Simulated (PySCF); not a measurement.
**State search for ReF**

Unrestricted PBE0; PySCF, scalar-relativistic core potentials, basis sets Re def2-TZVPP with ECP60, F def2-TZVPP. Outer shells of the fragments: Re 5d5 6s2; F 2s2 2p5.

Followed along the bond (rough minima from three points):

```
2Ms+1          unpaired  ⟨S²⟩ at the start  R at minimum (Å)  Te (eV)
    7  σ ↑↑, π ↑↑, δ ↑↑              12.00              1.99     0.00
    5        π ↑↑, δ ↑↑               6.04              1.84     0.01
    5    σ ↑, π ↑↑, δ ↑               6.01              1.85     0.73
    5    σ ↑, π ↑, δ ↑↑               6.01              1.91     0.96
    3        π ↑↑, δ ↑↓               3.04              1.83     1.04
    1        π ↓↓, δ ↑↑               2.22              1.84     1.51
```

Solutions found at the starting distance of 1.865 Å, counted from the lowest of them; the search is not exhaustive and high or unbound solutions are not listed, so other states can lie among these:

```
2Ms+1          unpaired   term  E (eV)   ⟨S²⟩  ⟨Lz²⟩  μ (D)
    5        π ↑↑, δ ↑↑    ⁵Σ⁺    0.00   6.04   0.00  -2.53
    7  σ ↑↑, π ↑↑, δ ↑↑    ⁷Σ⁺    0.14  12.00   0.00  -0.68
    5    σ ↑, π ↑↑, δ ↑     ⁵Δ    0.72   6.01   4.01  -2.75
    5    σ ↑, π ↑, δ ↑↑     ⁵Π    0.97   6.01   1.01  -2.61
    3        π ↑↑, δ ↑↓  mixed    1.04   3.04   8.01  -2.46
    1        π ↓↓, δ ↑↑  mixed    1.50   2.22   0.00  -1.79
    5    σ ↑, π ↑, δ ↑↑  mixed    1.64   6.01   2.39  -0.57
    3              π ↑↑  mixed    1.82   2.04   8.00  -2.48
    3    σ ↓, π ↑↑, δ ↑  mixed    1.85   3.01   4.01  -2.94
    3          π ↑, δ ↑  mixed    1.85   2.03   4.85  -2.53
    3          π ↑, δ ↑  mixed    1.87   2.20   5.42  -2.30
    3              δ ↑↑  mixed    1.97   2.03   2.95  -2.39
    3    σ ↑, π ↓, δ ↑↑  mixed    2.00   3.00   1.03  -2.63
    1    σ ↓, π ↑↑, δ ↓  mixed    2.02   2.00   4.01  -3.08
```

A term symbol is given only where ⟨S²⟩ and ⟨Lz²⟩ are close to those of a pure state; real π, δ and φ orbitals otherwise mix terms. A positive dipole means Re(−)F(+).

Q: Compare the gap between the two lowest followed solutions at the starting distance with the gap between their minima.

A: At PBE0 the second solution (quintet, unpaired electrons π ↑↑, δ ↑↑) lies -0.14 eV from the first (septet, unpaired electrons σ ↑↑, π ↑↑, δ ↑↑) at 1.865 Å and +0.01 eV at the minima; the two curves relax by different amounts, since their minima lie near 1.84 and 1.99 Å. A gap this small is a tie at this level.

Spin–orbit coupling is left out. With d or f electrons several states lie close, and the lowest PBE0 determinant need not be the measured ground state.
